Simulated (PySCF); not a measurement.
Levels of S⁵⁺ from EOM-EA-GCCSD

Reference: closed-shell S⁶⁺, [Ne]; one electron is added. Calculated with PySCF 2.14, two-component X2C-1e with screened spin-orbit coupling, an uncontracted even-tempered set (19 s from 0.11 bohr⁻², ratio 2.6; 13 p from 0.15 bohr⁻², ratio 2.6; 7 d from 0.15 bohr⁻², ratio 2.8; 3 f from 9.5 bohr⁻², ratio 2.8); frozen 1s2; the 50 highest virtual spinors dropped; of the others 44 kept and the rest restored at second order. No Breit or QED terms. Binding energies in eV.

```tsv
level	Koopmans
3s1/2	87.523
3p1/2	74.448
3p3/2	74.284
3d3/2	56.937
3d5/2	56.933
```

Question: How does correlation move these levels?

Answer: 3s1/2: second order 87.981, EOM-CCSD 87.986; 3p1/2: second order 74.841, EOM-CCSD 74.847; 3p3/2: second order 74.675, EOM-CCSD 74.681; 3d3/2: second order 57.129, EOM-CCSD 57.135; 3d5/2: second order 57.124, EOM-CCSD 57.130.

For comparison, the ionisation energy of S⁵⁺ is 88.053 eV (measured; NIST Atomic Spectra Database, ionization energies).

Only part of the computed levels is shown.

The screened spin-orbit operator tends to give fine-structure splittings of light species too large.

The highest levels are limited by the diffuse functions of the basis.
